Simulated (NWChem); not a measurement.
System: diiodomethane (CH2I2); SMILES ICI

All runs: NWChem. def2 effective core potentials on I; no spin-orbit coupling. Each level has its own optimisation; frequencies are unscaled.

For level Hartree-Fock/STO-3G (all-electron, non-relativistic):

```yaml
highest harmonic frequency (cm⁻¹): 3741
lowest (cm⁻¹): 149
zero-point energy (kcal/mol): 20.5
```

Q: Estimate the same quantities for level PBE0/def2-SVP (core potentials).

A: The highest harmonic frequency (cm⁻¹) is 3258. The lowest (cm⁻¹) comes out as 120. The zero-point energy (kcal/mol) is 17.0.
